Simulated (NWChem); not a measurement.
System: CH3BeClO; SMILES C[O][Be][Cl]

Input file for NWChem:

```
start job
memory heap 200 mb stack 900 mb global 1100 mb
geometry units angstroms noautoz
  Be     0.005535    -0.185261     0.002951
  Cl     0.003838    -2.008351     0.005853
  O      0.007882     1.195399     0.001120
  C     -0.013526     2.584015    -0.003482
  H      0.708610     2.983284     0.720232
  H      0.244526     2.970852    -0.997710
  H     -1.011185     2.955731     0.263366
end
basis spherical
  * library def2-svp
end
dft
  xc xpbe96 cpbe96
  iterations 150
  mulliken
end
task dft energy
```

Output (shortened):

```
             Northwest Computational Chemistry Package (NWChem) 7.3.0
             --------------------------------------------------------

 C1  symmetry detected

                             Geometry "geometry" -> ""
                             -------------------------

 Output coordinates in angstroms (scale by  1.889725989 to convert to a.u.)

  No.       Tag          Charge          X              Y              Z
 ---- ---------------- ---------- -------------- -------------- --------------
    1 Be                   4.0000     0.00484337    -0.16143642     0.00008238
    2 Cl                  17.0000    -0.00152765    -1.98451838    -0.00005411
    3 O                    8.0000     0.01075194     1.21921409     0.00048176
    4 C                    6.0000    -0.00720407     2.60788642    -0.00030587
    5 H                    1.0000     0.76208121     3.00393842     0.67497264
    6 H                    1.0000     0.18585553     2.99594877    -1.00869994
    7 H                    1.0000    -0.98413125     2.98163974     0.33229880

 Effective nuclear repulsion energy (a.u.)     112.0816474699

  pbe96 is a nonlocal functional; adding pw91lda local functional.

                                 NWChem DFT Module
                                 -----------------

 Summary of "ao basis" -> "ao basis" (spherical)
 ------------------------------------------------------------------------------
       Tag                 Description            Shells   Functions and Types
 ---------------- ------------------------------  ------  ---------------------
 Be                         def2-svp                 5        9   3s2p
 Cl                         def2-svp                 8       18   4s3p1d
 O                          def2-svp                 6       14   3s2p1d
 C                          def2-svp                 6       14   3s2p1d
 H                          def2-svp                 3        5   2s1p

            General Information
            -------------------
          SCF calculation type: DFT
          Wavefunction type:  closed shell.
          No. of atoms     :     7
          No. of electrons :    38
           Alpha electrons :    19
            Beta electrons :    19
          Charge           :     0
          Spin multiplicity:     1
          Use of symmetry is: off; symmetry adaption is: off
          Maximum number of iterations: 150
          AO basis - number of functions:    70
                     number of shells:    34
          Convergence on energy requested:  1.00D-06
          Convergence on density requested:  1.00D-05
          Convergence on gradient requested:  5.00D-04

              XC Information
              --------------
          PerdewBurkeErnzerhof Exchange Functional  1.000
            Perdew 1991 LDA Correlation Functional  1.000 local
           PerdewBurkeErnz. Correlation Functional  1.000 non-local

             Grid Information
             ----------------
          Grid used for XC integration:  medium
          Radial quadrature: Mura-Knowles
          Angular quadrature: Lebedev.
          Tag              B.-S. Rad. Rad. Pts. Rad. Cut. Ang. Pts.
          ---              ---------- --------- --------- ---------
          Be                  1.05       49          10.0       434
          Cl                  1.00       88          12.0       590
          O                   0.60       49           8.0       434
          C                   0.70       49          11.0       434
          H                   0.35       45          12.0       434
          Grid pruning is: on
          Number of quadrature shells:   370
          Spatial weights used:  Erf1

      Superposition of Atomic Density Guess
      -------------------------------------

 Sum of atomic energies:        -587.69104749

      Non-variational initial energy
      ------------------------------

 Total energy =    -589.051732
 1-e energy   =   -1030.748296
 2-e energy   =     329.614917
 HOMO         =      -0.402928
 LUMO         =      -0.020992

     ---------------------------------------------
      Total Density - Mulliken Population Analysis
     ---------------------------------------------

    Atom       Charge   Shell Charges
 -----------   ------   -------------------------------------------------------
    1 Be   4     3.06   1.99  0.35  0.04  0.61  0.07
    2 Cl  17    17.38   2.00  1.99  1.22  0.69  5.94  2.18  3.35  0.01
    3 O    8     8.93   1.99  1.10  0.62  3.18  2.05  0.01
    4 C    6     5.83   1.99  0.91  0.21  1.84  0.83  0.05
    5 H    1     0.93   0.69  0.21  0.02
    6 H    1     0.93   0.69  0.21  0.02
    7 H    1     0.93   0.69  0.21  0.02

   convergence    iter        energy       DeltaE   RMS-Dens  Diis-err
 ---------------- ----- ----------------- --------- --------- ---------
 d= 0,ls=0.0,diis     1   -589.5069637709 -7.02D+02  2.01D-02  7.07D-01
 d= 0,ls=0.0,diis     2   -589.2843616660  2.23D-01  1.26D-02  3.04D+00
 d= 0,ls=0.0,diis     3   -589.5830825197 -2.99D-01  4.02D-03  7.97D-02
 d= 0,ls=0.0,diis     4   -589.5889248446 -5.84D-03  1.82D-03  2.55D-02
 d= 0,ls=0.0,diis     5   -589.5926215616 -3.70D-03  1.41D-04  8.51D-05
  Resetting Diis
 d= 0,ls=0.0,diis     6   -589.5926320701 -1.05D-05  3.42D-05  1.02D-05
 d= 0,ls=0.0,diis     7   -589.5926333651 -1.30D-06  1.44D-05  3.81D-07
 d= 0,ls=0.0,diis     8   -589.5926332132  1.52D-07  9.49D-06  1.94D-06

         Total DFT energy =     -589.592633213226
      One electron energy =    -1034.277888519234
           Coulomb energy =      378.548167793794
    Exchange-Corr. energy =      -45.944559957675
 Nuclear repulsion energy =      112.081647469889

 Numeric. integr. density =       37.999998771249

                       DFT Final Molecular Orbital Analysis
                       ------------------------------------

[...]
```

Level: PBE/def2-SVP. Structure relaxed at the B3LYP/6-31G* (spherical d) level.
